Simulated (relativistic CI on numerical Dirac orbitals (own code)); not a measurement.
What each ingredient does to the levels of Ba XVII

Base calculation: Dirac-Coulomb-Breit CI, orbitals from a KLI potential per configuration, a model potential for QED, unscaled Slater integrals.

Configurations in the expansion (outside the closed core [Ar] 3d10): 4s2 4p6 4d4, 4s2 4p5 4d5, 4s2 4p6 4d3 4f, 4s 4p6 4d5, 4s2 4p6 4d3 5s, 4s2 4p6 4d3 5p, 4s 4p6 4d4 4f, 4s2 4p6 4d2 4f 5s, 4s2 4p6 4d3 5d, 4s2 4p6 4d2 5s 5p, 4s2 4p6 4d3 6s, 4p6 4d6, 4p5 4d7, 4s2 4p6 4d2 5s2, 4s2 4p6 4d 4f 5s2, 4s2 4p6 4d 5s2 5p, 4s 4p6 4d2 4f 5s2. Double excitations out of closed p, d and f shells are left out; levels of such configurations are missing from the list, as are those of other unlisted configurations, and high levels can miss mixing partners.

Variants: (1) valence Slater integrals scaled by 0.9; (2) configuration mixing switched off. Shifts of the energy above 4s2 4p6 4d4 5D_0, in cm⁻¹, for the lowest level and the first level of each name with at least 55 % of one term (blank where a level changes its place among those of its configuration and J or its character, or is not in the variant):

```csv
Level,Base,Δ(1),Δ(2)
4s2 4p6 4d4 5D_0,0,0,0
4s2 4p6 4d4 5D_1,10796,+976,-276
4s2 4p6 4d4 5D_2,20113,+1192,-291
4s2 4p6 4d4 5D_3,27403,+932,-227
4s2 4p6 4d4 5D_4,32261,+31,-174
4s2 4p6 4d4 3H_4,51272,-1914,-475
4s2 4p6 4d4 3G_3,60755,-2812,+307
4s2 4p6 4d4 3F_2,63423,-3191,+383
4s2 4p6 4d4 3H_5,64044,-2436,-783
4s2 4p6 4d4 3P_1,64946,-2221,+486
4s2 4p6 4d4 3H_6,69694,-2810,-1134
4s2 4p6 4d4 3G_4,75371,-2921,+210
4s2 4p6 4d4 3G_5,93405,-2767,+35
4s2 4p6 4d4 3D_1,97149,-3511,+2150
4s2 4p6 4d4 1I_6,98957,-3668,-1134
4s2 4p6 4d4 1S_0,110037,-4193,+3930
4s2 4p6 4d4 1F_3,118997,-5800,+1520
4s2 4p6 4d4 1D_2,185538,-12281,+2789
4s2 4p5 4d5 7P°_4,681620,+14443,+4774
4s2 4p5 4d5 7P°_3,711046,+12627,+4162
4s2 4p5 4d5 5P°_1,740258,+9125,+4751
4s2 4p5 4d5 5G°_6,741384,+8787,+5563
```

At this charge energies of transitions that change n are usually good to better than 1 %, and those within a shell (Δn = 0) to a few per cent. Terms inside the open d or f shell come out 10 to 20 % too wide with unscaled integrals.

Ionisation energy from the two ground configurations alone: base 422.435 eV; valence Slater integrals scaled by 0.9 422.299 eV. The NIST ASD value (theoretical) is 422 eV.

LS names give the leading component of a level, which can be under half, so a name can repeat, a term be missing and a line seem to break the LS rules.
